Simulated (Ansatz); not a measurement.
Relaxation of the cluster TeAs₂⁺ with UKS PBE-D4/def2-TZVP.

```sh
$ ansatz run in.yaml --threads 2 --pin off --events-out ev --progress --plain --max-ram 4352MiB
```

```yaml
crystal:
  periodic: [false, false, false]
  atoms:
    - {symbol: As, position_ang: [0.075270, -0.896540, 0.183900]}
    - {symbol: As, position_ang: [-1.486320, 0.328920, 1.116380]}
    - {symbol: Te, position_ang: [1.411050, 0.567620, -1.300290]}
basis:
  gaussian: {orbitals: def2-TZVP}
total_charge: 1
magnetization: {spin_polarized: true, initial_magnetization: 1}
hamiltonian: {xc: pbe, dispersion: d4}
scf: {lower_state_search: "off"}
output: {orbitals: {seedname: orbitals}}
relax: {f_tol: 0.02, max_steps: 100}
```

Run time 35 s (2 threads of Arm Neoverse V1 on a shared host).

Positions (Å) and forces (eV/Å) at steps 1, 2, 3, 4, 5, 6, 7, 8 of 8:

```xyz
3
step=1 energy=-128949.9823 eV
As    0.075   -0.897    0.184    0.573   -0.678   -0.280
As   -1.486    0.329    1.116   -0.616    0.551    0.349
Te    1.411    0.568   -1.300    0.043    0.127   -0.070
3
step=2 energy=-128950.0248 eV
As    0.090   -0.940    0.184    0.263   -0.433   -0.095
As   -1.490    0.356    1.112   -0.116    0.326    0.005
Te    1.401    0.584   -1.297   -0.147    0.107    0.090
3
step=3 energy=-128950.2520 eV
As    0.139   -1.123    0.194   -0.365    0.468    0.169
As   -1.453    0.466    1.052    1.409   -0.337   -1.052
Te    1.314    0.657   -1.246   -1.044   -0.131    0.883
3
step=4 energy=-128950.5840 eV
As    0.179   -1.316    0.214   -0.594    1.996   -0.064
As   -1.350    0.580    0.937    2.289   -1.126   -1.550
Te    1.170    0.737   -1.151   -1.695   -0.870    1.614
3
step=5 energy=-128951.3587 eV
As    0.162   -1.352    0.238   -0.514    1.510    0.004
As   -1.200    0.592    0.812    1.863   -0.937   -1.256
Te    1.038    0.759   -1.050   -1.349   -0.574    1.252
3
step=6 energy=-128951.7558 eV
As    0.125   -1.330    0.262    0.146   -0.719    0.078
As   -1.045    0.567    0.693   -0.394    0.407    0.209
Te    0.920    0.763   -0.955    0.248    0.312   -0.287
3
step=7 energy=-128951.7712 eV
As    0.129   -1.361    0.267   -0.053    0.179   -0.006
As   -1.055    0.580    0.697    0.108   -0.119   -0.056
Te    0.926    0.781   -0.965   -0.055   -0.060    0.061
3
step=8 energy=-128951.7723 eV
As    0.127   -1.355    0.267    0.005   -0.001   -0.004
As   -1.052    0.576    0.696   -0.003    0.005    0.001
Te    0.925    0.779   -0.963   -0.002   -0.005    0.003
```

In the def2 sets Te takes a core potential; there is no spin–orbit coupling. The structure comes from a short search, and lower isomers may exist.
